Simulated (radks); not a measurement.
Excited configurations of the potassium ion K3+: one electron is placed in a higher orbital outside [Ne] 3s2 3p3. The ground configuration is [Ne] 3s2 3p4. Method: scalar-relativistic Kohn-Sham, PBE, spin-polarised, spherical densities, point nucleus; open shells are filled with parallel spins first; computed with a radial shooting solver on a logarithmic mesh with Libxc functionals. Excitation = E - E(ground); binding = E(ion) - E, where the ion is the core of charge +4; n* = 4/sqrt(2 binding) in atomic units, and the quantum defect is n - n*.

outer orbital,excitation (eV),binding (eV),eigenvalue (eV),<r> (bohr)
4s,30.703,29.967,-26.464,2.828
5s,44.411,16.259,-14.565,5.193
6f,53.896,6.774,-6.013,10.90
7s,53.670,7.001,-6.351,12.02
7d,55.114,5.556,-5.015,14.47
7f,55.674,4.996,-4.485,15.39

The Delta-SCF ionisation energy is 60.670 eV (NIST Atomic Spectra Database: 60.92 eV, semi-empirical). Self-interaction in the functional shifts the binding energies and quantum defects, so they are the method's values and not measured ones. Open shells are spherical and high-spin; term and fine-structure splittings are not resolved.
